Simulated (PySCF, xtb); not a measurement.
CH4Sn, SMILES [CH3][SnH] (connectivity only; charge and spin as stated), neutral, multiplicity 1.

GFN2-xTB run with xtb at its own geometry gives an orbital gap of 2.88 eV and a dipole moment of 2.92 D.

Geometry optimised at r2SCAN-D4/def2-TZVP. The def2 effective core potentials stand for the cores of Sn; spin–orbit coupling is left out.

Q: What does PBE/def2-TZVPD (PySCF) give? (The exact figures need the calculation; the answer reports its results.)

A: gap 1.90 eV (levels -5.29 and -3.39 eV), dipole 0.60 D.
